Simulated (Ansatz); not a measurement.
Program: Ansatz. Geometries: PBE0-D4/def2-TZVP. ΔE: electronic, gas phase. CCSD(T)/CBS adds triple-zeta CCSD(T) − MP2 to the extrapolated MP2 energy (def2 sets, frozen cores). Functionals use def2-TZVPP. For V outer-core shells are correlated without core-valence functions, which leaves a few kJ/mol of doubt a bond. Scalar relativity is left out up to krypton. Each species was taken in one conformer, which may not be the lowest.

Consider the redistribution: `[CH3][Al]1[BH][NH]1` + `[NH]=[V]([F])([Cl])[Cl]` → `[Cl][Al]1[BH][NH]1` + `[CH3][V](=[NH])([F])[Cl]`.

`[CH3][Al]1[BH][NH]1`:

```xyz
9

C     0.376   -1.827   -0.212
Al   -0.146   -0.068    0.438
B    -0.620    1.814    0.905
N    -0.123    1.553   -0.380
H     0.210   -2.612    0.529
H    -0.190   -2.083   -1.113
H     1.436   -1.831   -0.479
H    -0.972    2.825    1.432
H     0.029    2.228   -1.120
```

`[NH]=[V]([F])([Cl])[Cl]`:

Cartesian coordinates in Å:
```
N -0.181 0.547 -1.047
V 0.133 -0.120 0.359
F 1.482 0.689 1.059
Cl -1.618 0.099 1.572
Cl 0.567 -2.186 0.001
H -0.383 0.971 -1.945
```

`[Cl][Al]1[BH][NH]1`:

Cartesian coordinates in Å:
```
Cl 2.790 0.984 -0.958
Al 0.828 0.299 -0.755
B -1.005 -0.345 -0.334
N -0.135 -0.058 0.729
H -2.129 -0.735 -0.398
H -0.349 -0.146 1.716
```

`[CH3][V](=[NH])([F])[Cl]`:

```xyz
9

C     1.187   -0.133    0.393
V    -0.745   -0.314   -0.067
N    -1.094    1.158   -0.578
F    -1.580   -0.696    1.400
Cl   -0.887   -1.732   -1.684
H     1.752    0.169   -0.489
H     1.500   -1.122    0.742
H     1.295    0.613    1.183
H    -1.428    2.058   -0.899
```

| level | ΔE (eV) |
| --- | --- |
| PBE-QIDH | -0.09 |
| CCSD/CBS(def2) | -0.41 |

Problem. What does CCSD(T)/CBS give? (Estimate.)

Solution. Ansatz gave: -0.30 eV. The listed levels differ from it by 0.21, -0.11 eV.

Largest T1 diagnostic among the species: 0.031, so the coupled-cluster value is less sure than usual.

Leaving LDA and LC-ωPBE aside and taking each functional with its dispersion term where it has one, the values, not all of them listed here, spread over 0.29 eV, from BHLYP-D4 to B2PLYP. LDA lies +0.05 eV from PBE without D4. From BLYP to BHLYP (50 % exact exchange), in def2-TZVPP and without D4, ΔE moves by −0.25 eV.
